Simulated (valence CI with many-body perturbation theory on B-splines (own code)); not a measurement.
Questions on Ru31+

Method: relativistic CI+MBPT: three valence electrons over a frozen Dirac-Fock core [Ne], radial functions for each j: 11 s, 11 p, 10 d, 8 f, 5 g, 2 h, with the one-electron correlation potential Σ1, the two-electron term Σ2, the three-electron term Σ3, Breit, model QED; selected CI, second order for the rest, scaled by the run's own slope (own B-spline code, finite nucleus).

The last digits are not significant, and no measured levels were compared; by estimate large intervals hold to a few tenths of a per cent, small ones and those within an open d or f shell to about a per cent.

Levels are named by their leading jj configuration (3d3/2^4 stands for four electrons in 3d with j = 3/2), which in mixed levels can hold well under half, so a name can repeat and another be missing.

Rates and lifetimes use the calculated energies. Strong lines usually hold to 10 to 20 %, long lifetimes can be off by a factor of two.

Task: What is the ground level?

Result: (3s^2 3p1/2) J=1/2, composition 98 % 3s²3p ²P°, g = 0.661.

Task: Among levels below 887.31 eV, which E1 lines absorb most strongly from the ground level?

Result: to (3s^2 3d3/2) J=3/2 at 8.347 nm, f = 0.329; to (3s 3p1/2 3p3/2) J=1/2 at 10.15 nm, f = 0.200; to (3s 3p1/2 3p3/2) J=3/2 at 10.96 nm, f = 0.0984.

Task: Where does the other parity begin?

Result: At (3s 3p1/2^2) J=1/2, 72.46 eV.

Task: Name the longest-lived excited levels whose lifetime is computed, and their main decay.

Result: (3s 3p3/2 3d5/2) J=9/2 at 239.51 eV lives 10.6 μs, mostly by M1 to (3s 3p1/2 3d5/2) J=7/2; (3s^2 3p3/2) J=3/2 at 31.55 eV lives 6.74 μs, mostly by M1 to (3s^2 3p1/2) J=1/2; (3s 3p1/2 3p3/2) J=3/2 at 93.32 eV lives 2.68 ns, mostly by E1 to (3s^2 3p3/2) J=3/2.

Task: What is the ionisation energy?

Result: 1811.5 eV; NIST lists 1794 ± 8 eV (semi-empirical).
